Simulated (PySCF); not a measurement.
Bond length, frequency and bond energy of Pb₂⁺ by level of theory

State: ⁴Σg⁻ (quartet), unpaired electrons σ ↑, π ↑↑. Set-up: Pb cc-pVDZ-PP with ECP60; scalar-relativistic core potentials (PySCF 2.14). De refers to Pb⁺ + Pb in their high-spin ground configurations, without counterpoise correction. The functionals are run spin-unrestricted.

| Level | Re (Å) | ωe (cm⁻¹) | De (eV) | CPU s a point (SCF and correlation, without the integrals) |
| --- | --- | --- | --- | --- |
| UHF | 2.917 | 130 | 1.34 | 0.12 |
| UHF-MP2 | 2.924 | 125 | 2.19 | 0.21 |
| UHF-SCS-MP2 | 2.900 | 133 | 1.86 | n/a |
| UHF-CCSD | 2.953 | 120 | 2.09 | n/a |
| UHF-CCSD(T) | 2.968 | 115 | 2.21 | 4.4 |
| PBE | 2.987 | 110 | 2.80 | 0.49 |
| PBEsol | 2.944 | 116 | 2.98 | 0.39 |
| r²SCAN | 2.942 | 118 | 2.68 | 0.67 |
| PBE0 | 2.930 | 121 | 2.54 | 1.1 |
| BHandHLYP | 2.924 | 124 | 2.16 | 0.44 |
| LC-ωPBE | 2.840 | 142 | 2.00 | 0.94 |
| B2PLYP | 2.954 | 117 | 2.35 | 0.49 |

The bond length runs from 2.840 Å (LC-ωPBE) to 2.987 Å (PBE). De spans 1.34 eV (UHF, mean field) to 2.98 eV (PBEsol, GGA). Correlation at CCSD(T) changes the Hartree–Fock bond energy by +0.87 eV; the triples alone change it by +0.12 eV.

Correlated steps freeze 8 core orbitals. Correlated levels converge slowly with the basis: in double zeta they bind strong bonds too weakly, by up to about 1 eV, and carry superposition errors of some tenths. Spin–orbit coupling is left out, which matters for elements this heavy, above all for dissociation energies. B2PLYP dipoles, levels and charges come from its SCF part alone. The state was picked by a PBE0 search and need not be the measured ground state.

The whole job (state search and all levels along the bond) took about 2.2 min on 1 thread of Oxide Virtual Turin-like (shared host), peak memory 0.53 GiB.
